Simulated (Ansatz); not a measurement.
This geometry of C$_{2}$H$_{8}$AlClSSi (14 atoms, charge 0, multiplicity 1) is a first-order saddle point.

Theory: RKS B3LYP-D4/6-31G* (Ansatz 0.2.0).

```xyz
14
Properties=species:S:1:pos:R:3
C 0.605 -1.797 0.790
Si 0.485 -0.327 -0.375
S 2.076 -0.229 -1.834
Cl -1.226 -0.734 -1.659
C -0.039 1.267 0.382
Al -1.955 1.339 -0.223
H 0.560 -1.454 1.829
H 1.543 -2.337 0.637
H -0.221 -2.496 0.625
H 2.960 0.320 -0.969
H 0.514 2.117 -0.029
H 0.069 1.250 1.472
H -2.349 2.390 -1.343
H -3.034 0.662 0.727
```

(1) Which two structures does it join? (They come from a converged band through this point; their orientation in space is the band's.)

(2) How far does it lie above each of them?

Results:

(1) No bond is made or broken. The dihedral H9–C1–Si2–Cl4 goes from 57 to -64°.

Initial state:

```xyz
14
Properties=species:S:1:pos:R:3
C 0.467 -1.866 0.702
Si 0.360 -0.396 -0.446
S 1.670 -0.540 -2.155
Cl -1.601 -0.571 -1.371
C 0.212 1.252 0.358
Al -1.748 1.609 0.091
H -0.292 -1.793 1.489
H 1.455 -1.899 1.178
H 0.319 -2.804 0.157
H 2.744 -0.051 -1.493
H 0.809 2.017 -0.150
H 0.497 1.207 1.415
H -2.174 2.697 -0.980
H -2.731 1.108 1.234
```

Final state:

```xyz
14
Properties=species:S:1:pos:R:3
C 0.630 -1.768 0.790
Si 0.500 -0.310 -0.371
S 2.120 -0.194 -1.793
Cl -1.184 -0.782 -1.662
C -0.077 1.268 0.379
Al -1.985 1.289 -0.252
H 1.496 -1.645 1.451
H 0.752 -2.705 0.237
H -0.269 -1.841 1.413
H 2.980 0.373 -0.915
H 0.463 2.135 -0.017
H 0.013 1.248 1.470
H -2.393 2.321 -1.385
H -3.057 0.581 0.683
```

(2) 1.8 kcal/mol above the first and 1.7 kcal/mol above the second. This is the barrier of this one path; another mechanism may lie lower.

The run took 2.4 min on 2 threads of Arm Neoverse V2, on a shared host, peak memory 0.34 GiB.
